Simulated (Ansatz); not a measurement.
Relaxation of FH8HfNO2Si2 (15 atoms, charge 0, multiplicity 1), to a largest force component of 0.02 eV/Å in at most 40 steps.

These are results of Ansatz, RKS PBE/def2-SVP, not measurements.

```xyz
15
Properties=species:S:1:pos:R:3
Hf 0.000 0.000 0.000
N 0.000 0.000 2.210
H -0.877 -0.271 2.740
H 0.877 0.271 2.740
O 1.952 0.000 -0.689
Si 2.858 -1.376 -1.016
H 2.027 -2.352 -1.716
H 4.000 -1.020 -1.855
H 3.337 -1.954 0.236
F -0.933 1.616 -0.659
O -0.975 -1.689 -0.689
Si -1.857 -2.751 0.268
H -1.447 -2.605 1.662
H -3.280 -2.450 0.146
H -1.610 -4.122 -0.170
```

Where does it end, and by what steps?

The forces met the threshold. After 12 steps the energy has fallen by 1.092 eV; H3 moved furthest, 1.33 Å.

```
step  energy less start (eV)  largest force component (eV/Å)  accepted
   0                  0.0000                           2.274       yes
   1                 -0.6448                           2.510       yes
   2                 -0.8603                           0.553       yes
   3                 -0.9276                           0.332       yes
   4                 -0.9808                           0.447       yes
   5                 -1.0355                           0.145       yes
   6                 -1.0567                           0.343       yes
   7                 -1.0675                           0.458       yes
   8                 -1.0867                           0.056       yes
   9                 -1.0904                           0.047       yes
  10                 -1.0914                           0.102       yes
  11                 -1.0919                           0.075       yes
  12                 -1.0924                           0.016       yes
```

```xyz
15
Properties=species:S:1:pos:R:3
Hf -0.012 -0.175 0.233
N 0.245 0.416 2.168
H -0.416 0.977 2.718
H 1.031 0.168 2.779
O 1.741 -0.761 -0.418
Si 3.149 -1.349 -1.116
H 2.822 -2.460 -2.076
H 3.855 -0.245 -1.854
H 4.056 -1.882 -0.040
F -0.780 1.305 -0.748
O -1.294 -1.663 0.156
Si -2.340 -2.959 0.315
H -2.441 -3.372 1.760
H -3.709 -2.578 -0.180
H -1.835 -4.127 -0.489
```

Whether the end is a true minimum wasn't checked by a vibrational analysis.

Time of the run: 42 s on 4 threads of Arm Neoverse V1, on a shared host, peak memory 0.26 GiB.
